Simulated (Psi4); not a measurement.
F2Si, triplet, geometry from GFN2-xTB (the spin is typed, not shown lowest); BHHLYP/cc-pVDZ (Psi4).

Input for Psi4:
```
memory 2 GB

molecule {
0 3
  Si   -0.03269801   -0.01543688    0.55306998
  F     1.10572363   -0.70625359   -0.38634522
  F    -1.05486006    0.73026650   -0.47398585
}

set basis cc-pvdz
set reference uks
set scf_type pk
set puream true
set d_convergence 1e-8
set dft_radial_points 99
set dft_spherical_points 590

energy('bhhlyp')
print_variables()
```

Task: Write the output that Psi4 gives for this input, abridged.

Result: 
```
   => Loading Basis Set <=

    Name: CC-PVDZ
    Role: ORBITAL
    Keyword: BASIS

         ---------------------------------------------------------
                                   SCF
               by Justin Turney, Rob Parrish, Andy Simmonett
                          and Daniel G. A. Smith
                              UKS Reference
         ---------------------------------------------------------

  ==> Geometry <==

    Molecular point group: c2v
    Full point group: C2v

    Geometry (in Angstrom), charge = 0, multiplicity = 3:

       Center              X                  Y                   Z               Mass
    ------------   -----------------  -----------------  -----------------  -----------------
         SI           0.000000000000     0.000000000000     0.567492039681    27.976926534650
         F            1.298017019389     0.000000000000    -0.417842567272    18.998403162730
         F           -1.298017019389    -0.000000000000    -0.417842567272    18.998403162730

  Running in c2v symmetry.

  Rotational constants: A =      1.07759  B =      0.26332  C =      0.21161 [cm^-1]
  Rotational constants: A =  32305.29317  B =   7894.22191  C =   6343.98581 [MHz]
  Nuclear repulsion =   98.340518247660469

  Charge       = 0
  Multiplicity = 3
  Electrons    = 32
  Nalpha       = 17
  Nbeta        = 15

  ==> Algorithm <==

  SCF Algorithm Type is PK.
  DIIS enabled.
  MOM disabled.
  Fractional occupation disabled.
  Guess Type is SAD.
  Energy threshold   = 1.00e-06
  Density threshold  = 1.00e-08
  Integral threshold = 1.00e-12

  ==> Primary Basis <==

  Basis Set: CC-PVDZ
    Blend: CC-PVDZ
    Number of shells: 20
    Number of basis functions: 46
    Number of Cartesian functions: 49
    Spherical Harmonics?: true
    Max angular momentum: 2

  ==> DFT Potential <==

   => LibXC <=

    Version 7.1.2
    S. Lehtola, C. Steigemann, M. J. T. Oliveira, and M. A. L. Marques,  SoftwareX 7, 1–5 (2018) (10.1016/j.softx.2017.11.002)

   => Composite Functional: BHANDHLYP <=

    BHandHLYP Hyb-GGA Exchange-Correlation Functional

    A. D. Becke,  J. Chem. Phys. 98, 1372 (1993) (10.1063/1.464304)
    Defined through Gaussian implementation.

    Deriv               =              1
    GGA                 =           TRUE
    Meta                =          FALSE

    Exchange Hybrid     =           TRUE
    MP2 Hybrid          =          FALSE

   => Exchange Functionals <=

    0.5000         Becke 88

   => Exact (HF) Exchange <=

    0.5000               HF

   => Correlation Functionals <=

    1.0000   Lee, Yang & Parr

   => LibXC Density Thresholds  <==

    XC_HYB_GGA_XC_BHANDHLYP:  1.00E-15

   => Molecular Quadrature <=

    Radial Scheme          =       TREUTLER
    Pruning Scheme         =           NONE
    Nuclear Scheme         =       TREUTLER

    Blocking Scheme        =         OCTREE
    BS radius alpha        =              1
    Pruning alpha          =              1
    Radial Points          =             99
    Spherical Points       =            590
    Total Points           =         168375
    Total Blocks           =           1298
    Max Points             =            256
    Max Functions          =             46
    Weights Tolerance      =       1.00E-15

  ==> Integral Setup <==

  Using in-core PK algorithm.
   Calculation information:
      Number of atoms:                   3
      Number of AO shells:              20
      Number of primitives:             94
      Number of atomic orbitals:        49
      Number of basis functions:        46

      Integral cutoff                 1.00e-12
      Number of threads:                 1

  Performing in-core PK
  Using 1169642 doubles for integral storage.
  We computed 21868 shell quartets total.
  Whereas there are 22155 unique shell quartets.

  ==> DiskJK: Disk-Based J/K Matrices <==

    J tasked:                  Yes
    K tasked:                  Yes
    wK tasked:                  No
    Schwarz Cutoff:          1E-12

  Minimum eigenvalue in the overlap matrix is 4.7342106869E-02.
  Reciprocal condition number of the overlap matrix is 1.7550205991E-02.
    Using symmetric orthogonalization.

  ==> Pre-Iterations <==

  SCF Guess: Superposition of Atomic Densities via on-the-fly atomic UHF (no occupation information).

   -------------------------
    Irrep   Nso     Nmo
   -------------------------
     A1        19      19
     A2         5       5
     B1        14      14
     B2         8       8
   -------------------------
    Total      46      46
   -------------------------

  ==> Iterations <==

                        Total Energy        Delta E     RMS |[F,P]|

   @UKS iter SAD:  -488.47198599528230   -4.88472e+02   0.00000e+00
   @UKS iter   1:  -488.99260519662471   -5.20619e-01   1.81687e-02 ADIIS/DIIS
   @UKS iter   2:  -488.95736805618554    3.52371e-02   2.32000e-02 ADIIS/DIIS
   @UKS iter   3:  -489.07169967892736   -1.14332e-01   5.52484e-04 ADIIS/DIIS
   @UKS iter   4:  -489.07193375507364   -2.34076e-04   1.09738e-04 ADIIS/DIIS
   @UKS iter   5:  -489.07194317208496   -9.41701e-06   3.21097e-05 DIIS
   @UKS iter   6:  -489.07194377486928   -6.02784e-07   8.52385e-06 DIIS
   @UKS iter   7:  -489.07194382426371   -4.93944e-08   2.94972e-06 DIIS
   @UKS iter   8:  -489.07194383057009   -6.30638e-09   5.11386e-07 DIIS
   @UKS iter   9:  -489.07194383089848   -3.28384e-10   1.06855e-07 DIIS
   @UKS iter  10:  -489.07194383091456   -1.60867e-11   3.27543e-08 DIIS
   @UKS iter  11:  -489.07194383091553   -9.66338e-13   7.73096e-09 DIIS
  Energy and wave function converged.

  ==> Post-Iterations <==

   Electrons on quadrature grid:
      Nalpha   =   16.9999968642 ; deviation = -3.136e-06
      Nbeta    =   14.9999971062 ; deviation = -2.894e-06
      Ntotal   =   31.9999939703 ; deviation = -6.030e-06

   @Spin Contamination Metric:   2.739206338E-03
   @S^2 Expected:                2.000000000E+00
   @S^2 Observed:                2.002739206E+00
   @S   Expected:                1.000000000E+00
   @S   Observed:                1.000000000E+00

    Orbital Energies [Eh]
    ---------------------

    Alpha Occupied:

       1A1   -67.273903     2A1   -25.329150     1B1   -25.329147
       3A1    -5.721475     1B2    -3.986331     4A1    -3.985636
       2B1    -3.983079     5A1    -1.372997     3B1    -1.355925
       6A1    -0.670488     4B1    -0.593295     2B2    -0.562320
       7A1    -0.560251     1A2    -0.536021     5B1    -0.513755
       8A1    -0.417774     3B2    -0.226723

    Alpha Virtual:

       6B1     0.042800     9A1     0.071063    10A1     0.269903
       4B2     0.313277    11A1     0.372851     7B1     0.373721
       5B2     0.406512     2A2     0.435013    12A1     0.466997
      13A1     0.562543     8B1     0.735850     9B1     1.311409
      14A1     1.311842     3A2     1.312386     6B2     1.370229
      10B1     1.396472    15A1     1.397517    11B1     2.230673
      16A1     2.338269    12B1     3.667091     7B2     3.685926
       4A2     3.687374    13B1     3.692551    17A1     3.698401
       5A2     3.741820     8B2     3.744205    18A1     3.827309
      19A1     3.919727    14B1     3.973278

    Beta Occupied:

       1A1   -67.264485     1B1   -25.321664     2A1   -25.321663
       3A1    -5.708144     2B1    -3.977337     4A1    -3.973331
       1B2    -3.965061     5A1    -1.353438     3B1    -1.336128
       6A1    -0.631965     4B1    -0.559813     7A1    -0.542399
       2B2    -0.535048     1A2    -0.511268     5B1    -0.506792

    Beta Virtual:

       8A1    -0.161688     3B2     0.001256     6B1     0.076150
       9A1     0.106013    10A1     0.303365     4B2     0.356154
       7B1     0.394812    11A1     0.398046     5B2     0.473093
       2A2     0.485115    12A1     0.501072    13A1     0.603527
       8B1     0.751976    14A1     1.317981     9B1     1.325288
       3A2     1.325694     6B2     1.383219    10B1     1.402421
      15A1     1.411642    11B1     2.240447    16A1     2.346877
      12B1     3.677125     4A2     3.695418     7B2     3.699666
      13B1     3.704992    17A1     3.708322     8B2     3.757263
       5A2     3.760236    18A1     3.841531    19A1     3.933789
      14B1     3.987974

    Final Occupation by Irrep:
             A1    A2    B1    B2
    DOCC [     7,    1,    5,    2 ]
    SOCC [     1,    0,    0,    1 ]
    NA   [     8,    1,    5,    3 ]
    NB   [     7,    1,    5,    2 ]

  @UKS Final Energy:  -489.07194383091553

   => Energetics <=

    Nuclear Repulsion Energy =             98.3405182476604693
    One-Electron Energy =                -875.4194831913540611
    Two-Electron Energy =                 309.5789188213815919
    DFT Exchange-Correlation Energy =     -21.5718977086035366
    Empirical Dispersion Energy =           0.0000000000000000
    VV10 Nonlocal Energy =                  0.0000000000000000
    Total Energy =                       -489.0719438309155294

  UHF NO Occupations:
  HONO-2 :    7 A1 1.9993855
  HONO-1 :    8 A1 1.0000000
  HONO-0 :    3 B2 1.0000000
  LUNO+0 :    9 A1 0.0006145
  LUNO+1 :    6 B1 0.0003285
  LUNO+2 :    4 B2 0.0002605
  LUNO+3 :    2 A2 0.0000883

Computation Completed

Properties will be evaluated at   0.000000,   0.000000,   0.000000 [a0]

Properties computed using the SCF density matrix

 Multipole Moments:

 ------------------------------------------------------------------------------------
     Multipole            Electronic (a.u.)      Nuclear  (a.u.)        Total (a.u.)
 ------------------------------------------------------------------------------------

 L = 1.  Multiply by 2.5417464519 to convert [e a0] to [Debye]
 Dipole X            :          0.0000000            0.0000000            0.0000000
 Dipole Y            :          0.0000000            0.0000000            0.0000000
 Dipole Z            :          0.1013998            0.8007192            0.9021190
 Magnitude           :                                                    0.9021190

 ------------------------------------------------------------------------------------

  Variable Map:
  ----------------------------------------------------------------------------
  "CURRENT ENERGY"              =>    -489.071943830916
  "CURRENT REFERENCE ENERGY"    =>    -489.071943830916
  "DD SOLVATION ENERGY"         =>       0.000000000000
  "DFT FUNCTIONAL TOTAL ENERGY" =>    -489.071943830916
  "DFT TOTAL ENERGY"            =>    -489.071943830916
  "DFT VV10 ENERGY"             =>       0.000000000000
  "DFT XC ENERGY"               =>     -21.571897708604
  "GRID ELECTRONS ALPHA"        =>      16.999996864164
  "GRID ELECTRONS BETA"         =>      14.999997106170
  "GRID ELECTRONS TOTAL"        =>      31.999993970333
  "NUCLEAR REPULSION ENERGY"    =>      98.340518247660
  "ONE-ELECTRON ENERGY"         =>    -875.419483191354
  "PCM POLARIZATION ENERGY"     =>       0.000000000000
  "PE ENERGY"                   =>       0.000000000000
  "SCF ITERATION ENERGY"        =>    -489.071943830916
  "SCF ITERATIONS"              =>      11.000000000000
  "SCF TOTAL ENERGY"            =>    -489.071943830916
  "TWO-ELECTRON ENERGY"         =>     309.578918821382
  "XC GRID RADIAL POINTS"       =>      99.000000000000
  "XC GRID SPHERICAL POINTS"    =>     590.000000000000
  "XC GRID TOTAL POINTS"        =>  168375.000000000000

  Array Variable Map:
  ----------------------------------------------------------------------------
  "CURRENT DIPOLE"              =>       0.000000000000 ... 0.902118971051 1 by 3
  "SCF DIPOLE"                  =>       0.000000000000 ... 0.902118971051 1 by 3
  "SCF TOTAL ENERGIES"          =>    -488.471985995282 ... -489.071943830916 1 by 12
```
